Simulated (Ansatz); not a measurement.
Z-matrix (Å, degrees):
```
Al
F 1 1.647
Se 1 2.302 2 115.9
H 1 1.570 2 119.6 3 180.0
H 3 1.470 1 89.9 2 -180.0
```

Charge 0, multiplicity 1.

(1) List the ωB97M-V/def2-TZVPP orbital energies in eV (Ansatz 0.2.0). (Best estimate.)

## Answers

(1) The calculation gave: Occupied: -12368.24, -1588.55, -1533.10, -1423.31, -1423.27, -1423.25, -676.80, -218.00, -160.94, -160.81, -160.72, -117.66, -77.31, -77.18, -77.13, -60.85, -60.80, -60.72, -60.62, -60.62, -34.96, -22.43, -15.94, -14.48, -14.37, -13.27, -13.00, -10.74, -9.77. Lowest empty: 0.56, 1.28, 1.91, 2.16, 3.72, 5.17, 5.50, 5.66.
